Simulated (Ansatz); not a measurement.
Compare A (`C=C=C([SiH3])Cl`) with its isomer B (`ClCC1=C[SiH2]1`).

Isolated molecules relaxed with PBE0-D4/def2-TZVP in Ansatz; ΔE leaves out vibrations. CCSD(T)/CBS is the MP2 limit (def2-TZVPP, def2-QZVPP) plus CCSD(T) − MP2 in def2-TZVPP, frozen cores. DFT in def2-TZVPP. B3LYP here is the variant with VWN-RPA as its local correlation; programs differ in this. Each species was taken in one conformer, which may not be the lowest.

A:

```xyz
10

C    -1.631   -0.385    1.469
C    -0.491   -0.399    0.846
C     0.627   -0.377    0.184
Si    0.883    0.617   -1.376
Cl    2.002   -1.309    0.731
H    -2.409   -1.104    1.232
H    -1.836    0.342    2.249
H     1.994    1.578   -1.166
H    -0.378    1.337   -1.680
H     1.239   -0.300   -2.488
```

B:

```xyz
10

Cl    1.2819   -2.2338    0.7934
C     1.4313   -0.5605    0.1862
C     0.1111    0.0437   -0.0681
C    -0.4532    0.7792   -1.0241
Si   -1.6063    0.4499    0.3308
H     1.9643    0.0009    0.9548
H     2.0435   -0.6018   -0.7155
H    -0.1359    1.1862   -1.9771
H    -1.9528    1.4931    1.3261
H    -2.6840   -0.5569    0.1935
```

Problem. Which isomer does CCSD(T)/CBS put lower? Give the gap. (An estimate is asked.)

Solution. Ansatz gave: A, by 7.6 kJ/mol.

Problem. Give E(B) − E(A) in kJ/mol with PBE-D4, B3LYP-D4, MP2/def2-TZVPP, r2SCAN-D4, B2PLYP, PBE0-D4, CCSD(T)/def2-TZVPP. (An estimate is asked.)

Solution. Computed: PBE-D4 13.7, B3LYP-D4 26.3, MP2/def2-TZVPP 0.7, r2SCAN-D4 13.1, B2PLYP 17.5, PBE0-D4 2.5, CCSD(T)/def2-TZVPP 10.7. None reverses the order clearly.

Largest T1 diagnostic: 0.012.

In def2-TZVPP, CCSD(T) changes the Hartree–Fock value by −8.1 kJ/mol (the triples alone add +1.2 kJ/mol) and MP2 by −18.1 kJ/mol. From PBE to PBE0 (25 % exact exchange), in def2-TZVPP and without D4, E(B) − E(A) moves by −11.2 kJ/mol.
